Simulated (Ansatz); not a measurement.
## Abstraction of F: CHBrClF + C2HF2Sn → CHBrCl + C2HF3Sn

Species: CHBrClF `FC(Cl)Br`, singlet; C2HF2Sn `C#[C][Sn]([F])[F]`, doublet; CHBrCl `Cl[CH]Br`, doublet; C2HF3Sn `C#[C][Sn]([F])([F])[F]`, singlet. A radical takes F: the energy is the difference in strength between the C–F bond broken and the Sn–F bond made.

Shapes, held fixed at every level: PBE0-D4/def2-TZVP. Programs: Ansatz 0.2.0. The zero-point and thermal change to 298 K, harmonic and unscaled (PBE0-D4/def2-TZVP), is -6.1 kJ/mol.

| level | kind | ΔH(298 K) (kJ/mol) | less CCSD(T)/def2-TZVPP |
| --- | --- | --- | --- |
| MP2/def2-SVP | perturbation theory | -22.7 | +8.9 |
| MP2/def2-TZVPP | perturbation theory | -26.7 | +4.9 |
| PBE-D4/def2-TZVPP | GGA | -6.3 | +25.3 |
| PBE0-D4/def2-TZVPP | global hybrid | -18.0 | +13.6 |
| wB97M-V/def2-TZVPP | range-separated hybrid | -16.5 | +15.1 |
| CCSD/def2-TZVPP | coupled cluster or CI | -34.6 | -3.0 |
| CCSD(T)/def2-TZVPP | coupled cluster or CI | -31.6 | 0.0 |

The highest level, CCSD(T)/def2-TZVPP, gives ΔH(298 K) = -31.6 kJ/mol; the levels span -34.6 to -6.3. The column of differences is taken from that level and isn't an error. No measured value is set beside it here. Open shells run unrestricted. For atoms past krypton def2 sets carry core potentials with scalar relativity. Relativity is left out for Br. Outer-core shells of Br, Sn are correlated in most correlated rows, in sets that cover them unevenly.
